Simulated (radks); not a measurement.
Numerical settings for the tellurium ion Te+, [Kr] 4d10 5s2 5p3. Method: Dirac Kohn-Sham, PBE, spin-unpolarised, spherical densities, finite nucleus; open shells are shared between the two j in proportion to 2j + 1; Fermi nuclear charge, rms radius 4.7423 fm; computed with a radial shooting solver on a logarithmic mesh with Libxc functionals. The defaults (mesh step 0.008 in ln r, mesh end at 40 bohr or more with all orbitals vanishing there, Anderson mixing 0.5 over 9 steps, residual threshold near 1e-9 with the energy settled to 1e-9 hartree or 1e-11 of itself, here a cap of 81 iterations) give E = -6796.2355 hartree and 5p3/2 at -13.392 eV in 14 iterations. Run on one thread of a shared host, so times are rough (Arm Neoverse V1): 0.13 s of CPU time, 0.13 s wall, 14 iterations on 2314 mesh points. One setting is changed at a time: mesh step in ln r 0.005; mesh step in ln r 0.12; mesh step in ln r 0.2; mesh end (bohr) 8; mesh end (bohr) 400; residual threshold 0.001; residual threshold 1e-13; mixing 0.2; linear mixing, mixing 0.8; linear mixing, mixing 0.05; mixing history 2; iteration cap 5. Which runs fail to converge, and which converge to a wrong energy?

Answer. Not converged within the cap: mesh step in ln r 0.12; mesh step in ln r 0.2; linear mixing, mixing 0.05; iteration cap 5. No run marked as converged misses the energy by more than 1 mhartree.
